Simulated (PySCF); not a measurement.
A side-by-side comparison of computed properties.

First species: C₆H₅FO₂.
Cartesian coordinates in Å at the GFN2-xTB level; atoms count from 1:
```xyz
14
C6H5FO2 angstrom
O      2.0346   -1.1828    0.0901
C      0.8016   -0.5756    0.0856
C     -0.3337   -1.1602    0.6143
C     -1.5489   -0.4934    0.5776
C     -1.5947    0.7608    0.0037
F     -2.7714    1.4209   -0.0388
C     -0.4749    1.3710   -0.5326
C      0.7370    0.7012   -0.4947
O      1.8469    1.2746   -1.0128
H      1.9663   -2.0462    0.5107
H     -0.2716   -2.1438    1.0588
H     -2.4416   -0.9377    0.9855
H     -0.5350    2.3510   -0.9746
H      2.5848    0.6597   -0.8948
```

Second species: C₃H₇FO₃S.
Numbering: `[CH3:1][C@H:2]([F:3])[CH2:4][S:5](=[O:6])(=[O:7])[OH:8]` (hydrogens: H9, H10, H11 on C1; H12 on C2; H13, H14 on C4; H15 on O8)

Levels: PBE0/def2-SVPD for dipole moment, HOMO energy, LUMO energy, HOMO–LUMO gap, static isotropic polarisability and electronic spatial extent ⟨r²⟩ about the centre of nuclear charge; TDDFT PBE0/def2-SVPD for lowest singlet excitation; TDA PBE0/def2-SVPD for lowest triplet excitation (Tamm–Dancoff); GFN2-xTB for rotational constant A and rotational constant C. Geometries: GFN2-xTB. Each species is one conformer at its optimised geometry, gas phase, non-relativistic unless stated. Electronic properties by PySCF.

The conformers computed, where there is a choice (atom-mapped SMILES and torsion angles):
- `[OH:1][c:2]1[cH:3][cH:4][c:5]([F:6])[cH:7][c:8]1[OH:9]`: H–O1–C2–C3 0°, H–O9–C8–C7 180°
- `[CH3:1][C@H:2]([F:3])[CH2:4][S:5](=[O:6])(=[O:7])[OH:8]`: C1–C2–C4–S5 -68°, C2–C4–S5–O6 -161°, H–O8–S5–C4 117°

```tsv
property	column X	column Y
dipole moment	3.44 D	2.78 D
HOMO energy	-6.45 eV	-9.42 eV
LUMO energy	-0.46 eV	-0.17 eV
HOMO–LUMO gap	5.99 eV	9.25 eV
lowest singlet excitation	4.99 eV	7.99 eV
lowest triplet excitation (Tamm–Dancoff)	3.95 eV	7.70 eV
static isotropic polarisability	77.2 au	66.7 au
electronic spatial extent ⟨r²⟩ about the centre of nuclear charge	1138 bohr²	1146 bohr²
rotational constant A	3.201 GHz	3.299 GHz
rotational constant C	0.927 GHz	1.047 GHz
```

**Question.** Which column belongs to which species?

**Answer.** Column X is the first species and column Y the second. The first has 14 atoms and 66 electrons, the second 15 and 74.

**Question.** How does each property change from the first species to the second?

**Answer.** dipole moment -0.66 D; HOMO energy -2.97 eV; LUMO energy +0.29 eV; HOMO–LUMO gap +3.26 eV; lowest singlet excitation +3.00 eV; lowest triplet excitation (Tamm–Dancoff) +3.75 eV; static isotropic polarisability -10.5 au; electronic spatial extent ⟨r²⟩ about the centre of nuclear charge +8 bohr²; rotational constant A +0.098 GHz; rotational constant C +0.120 GHz.

On the first: The dipole equals about 11.5 × 10⁻³⁰ C·m (1 D = 3.33564 × 10⁻³⁰ C·m). The polarisability is 11.44 Å³ as a volume (1 au = 0.148185 Å³), or 1.17 au for each of the 66 electrons.

On the second: A dipole of 2.78 D is allowed in C1, and pure rotational transitions are dipole-allowed. The principal polarisabilities are 61.3, 64.0 and 74.9 au; their mean is the isotropic value.
